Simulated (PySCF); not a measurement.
## Computed properties of Ru(O)3(OH)2 (H2O5Ru), SMILES [O]=[Ru](=[O])(=[O])([OH])[OH], multiplicity 1

H₂O₅Ru, SMILES [OH][Ru](=[O])(=[O])(=[O])[OH], multiplicity 1. Geometry optimised at B3LYP-D3(BJ)/def2-SVP. The multiplicity is an assumed one; other spin states were not compared. The def2 effective core potentials stand for the cores of Ru; spin–orbit coupling is left out. The values are those of a single conformer. All values are computed for the isolated molecule unless a solvent is named; none is compared with measurement here.

**Structure.** The optimised structure has Cs symmetry. All 18 harmonic modes at B3LYP-D3(BJ)/def2-SVP (PySCF) are real, so it is a minimum. With heavy atoms numbered as in [Ru:1](=[O:2])(=[O:3])(=[O:4])([OH:5])[OH:7], the shortest bond between them is Ru1–O4 at 1.668 Å and the longest Ru1–O5 at 1.922 Å.

**Vibrations.** The strongest infrared lines (harmonic, unscaled, degenerate partners summed) lie at 1017 cm⁻¹ (187 km/mol, H 90 %, O 9 %), 546 cm⁻¹ (182 km/mol, H 86 %, O 13 %), 3739 cm⁻¹ (146 km/mol, H 94 %). The softest mode is at 119 cm⁻¹ and the zero-point energy is 24.0 kcal/mol.

**Electronic structure.** PBE0/def2-TZVP (PySCF) places the frontier levels at -9.53 and -5.75 eV, a gap of 3.78 eV, and gives a dipole moment of 2.22 D and a mean polarisability of 61.0 bohr³. PBE/def2-TZVP (PySCF) at the same geometry gives -8.08 and -6.18 eV, so its gap is 1.88 eV narrower. An orbital gap is neither the optical nor the fundamental gap.

**Excitations.** TDA-B3LYP/def2-SVPD (PySCF) has S1 at 2.02 eV (615 nm, f = 0.000, dark); the most intense of the 10 singlets computed lies at 3.09 eV (f = 0.01). T1 (TDA) is at 0.92 eV, 1.10 eV under S1. TDA-PBE/def2-SVPD (PySCF) puts S1 at 1.95 eV.
